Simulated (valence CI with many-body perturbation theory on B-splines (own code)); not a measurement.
Results of a calculation; reference values are marked as such.
Hyperfine factors and g values of Cs XXIII

Method: valence CI with perturbative core correlation (CI+MBPT): five valence electrons over a frozen Dirac-Fock core [Ar] 3d10, a basis of 11 s, 11 p, 10 d, 8 f, 5 g, 2 h functions for each j, with the one-electron correlation potential Σ1 (screened to all orders), the two-electron term Σ2, the three-electron term Σ3, Breit, model QED; selected single and double excitations, second order for the rest, scaled by the run's own slope (own B-spline code, finite nucleus).

No measured levels were compared; by estimate levels hold to about 250 cm⁻¹ or 0.2 % of their energy and the worst to 1 %, as in measured heavy ions of charge 2 to 7; those with d or f electrons hold less well. Among the levels kept, up to 2100 cm⁻¹ of a level comes from second order outside the variational space, and about a tenth of that is noise between levels of different J, which matters for small intervals.

A/g_I is the dipole constant over the nuclear g factor μ/I (μ in nuclear magnetons, uniformly magnetised nucleus), B/Q the quadrupole constant per barn. Both hold the static response of the core; the bare values leave it out. Large factors of s and p1/2 electrons are usually good to 5 to 10 %; those of open d and f shells near neutrality can be off by tens of per cent, and small factors of p3/2, d and f electrons come from cancelling terms and can be off by a factor of two or in sign, in half-filled shells by more. B is blank for J = 1/2, where it vanishes, and for nearly pure S terms. Energies count from the lowest level.

Levels are named by their leading jj configuration (3d3/2^4 stands for four electrons in 3d with j = 3/2), which in mixed levels can hold well under half, so a name can repeat and another be missing. Letters in brackets count levels of one name in rising energy.

```csv
Level,E (cm⁻¹),g,A/g_I (MHz),A/g_I bare,B/Q (MHz/b),B/Q bare
(4s^2 4p1/2^2 4p3/2) J=3/2,0,1.482,13400,12600,22400,21300
(4s^2 4p1/2 4p3/2^2) J=3/2,121420,1.381,262,117,10400,9850
(4s^2 4p1/2 4p3/2^2) J=5/2,147600,1.198,32600,31100,-88.7,-76.9
(4s^2 4p1/2 4p3/2^2) J=1/2,181910,0.663,101000,96200,,
(4s^2 4p3/2^3) J=3/2,305340,1.268,16400,15600,-32700,-31100
(4s 4p1/2^2 4p3/2^2) J=5/2,541100,1.533,75000,71600,15300,14500
(4s 4p1/2^2 4p3/2^2) J=3/2,605190,1.353,-11700,-11200,-20300,-19300
(4s 4p1/2^2 4p3/2^2) J=1/2,611290,2.369,266000,254000,,
(4s 4p1/2 4p3/2^3) J=3/2 [a],688210,1.284,44300,42400,-20900,-19900
(4s 4p1/2 4p3/2^3) J=5/2,724140,1.261,86800,82900,-43800,-41600
(4s^2 4p1/2^2 4d3/2) J=3/2,726000,0.741,2150,2290,1570,1500
(4s^2 4p1/2^2 4d5/2) J=5/2,765220,1.174,4150,4140,9500,9040
(4s 4p1/2 4p3/2^3) J=1/2,766150,1.417,-7830,-7430,,
(4s 4p1/2 4p3/2^3) J=3/2 [b],777730,1.118,12200,11600,2350,2250
(4s^2 4p1/2 4p3/2 4d3/2) J=5/2 [a],831050,0.942,25000,23900,-8580,-8140
(4s^2 4p1/2 4p3/2 4d3/2) J=1/2 [a],841690,0.277,57800,55600,,
(4s^2 4p1/2 4p3/2 4d3/2) J=7/2,849680,1.130,19900,19000,10800,10300
(4s^2 4p1/2 4p3/2 4d3/2) J=3/2 [a],854570,1.032,11900,11500,-13300,-12600
(4s^2 4p1/2 4p3/2 4d5/2) J=7/2 [a],858760,1.299,237,302,32500,30900
(4s^2 4p1/2 4p3/2 4d5/2) J=9/2,883990,1.233,16900,16200,14000,13300
(4s^2 4p1/2 4p3/2 4d5/2) J=5/2 [a],895360,1.198,14700,14100,-12700,-12000
(4s^2 4p1/2 4p3/2 4d5/2) J=3/2 [a],905460,1.191,-6540,-6180,-709,-682
(4s 4p3/2^4) J=1/2,914840,1.320,207000,198000,,
(4s^2 4p1/2 4p3/2 4d3/2) J=5/2 [b],932410,1.384,10800,10400,-111,-106
(4s^2 4p1/2 4p3/2 4d5/2) J=7/2 [b],936730,1.047,19200,18500,21700,20600
(4s^2 4p1/2 4p3/2 4d3/2) J=3/2 [b],939710,1.465,12000,11500,-7940,-7560
(4s^2 4p1/2 4p3/2 4d3/2) J=1/2 [b],940440,2.032,49300,46900,,
(4s^2 4p1/2 4p3/2 4d5/2) J=3/2 [b],969330,0.870,24600,23700,11400,10800
(4s^2 4p1/2 4p3/2 4d5/2) J=5/2 [b],981080,1.102,1070,1090,22000,21000
(4s^2 4p1/2 4p3/2 4d5/2) J=1/2,997110,0.974,-25900,-24500,,
(4s^2 4p3/2^2 4d5/2) J=7/2,1012800,1.241,8510,8200,7230,6880
(4s^2 4p3/2^2 4d5/2) J=9/2,1024200,1.209,9600,9250,27800,26400
(4s^2 4p3/2^2 4d3/2) J=1/2,1038600,1.053,3540,3040,,
(4s^2 4p3/2^2 4d3/2) J=3/2 [a],1050700,1.114,11800,11200,-11900,-11400
(4s^2 4p3/2^2 4d3/2) J=5/2,1056800,1.199,16800,16200,-8620,-8200
(4s^2 4p3/2^2 4d3/2) J=7/2,1086500,1.117,13700,13100,-1750,-1610
(4s^2 4p3/2^2 4d5/2) J=5/2 [a],1091600,1.205,4340,4310,38700,36800
(4s^2 4p3/2^2 4d3/2) J=3/2 [b],1105300,1.106,7940,7770,1190,1170
(4s^2 4p3/2^2 4d5/2) J=1/2,1114300,1.884,62700,60300,,
(4s^2 4p3/2^2 4d5/2) J=3/2,1146300,0.975,7190,7090,6380,6080
```

Take the isotope of mass number 134, with I = 4, μ = 2.9893 μN and Q = 0.37 b. What is the hyperfine structure of (4s 4p1/2^2 4p3/2^2) J=1/2?

From the table A = 199000 MHz. Shifts from the centre of gravity in MHz: F = 7/2: -498000, F = 9/2: 398000.
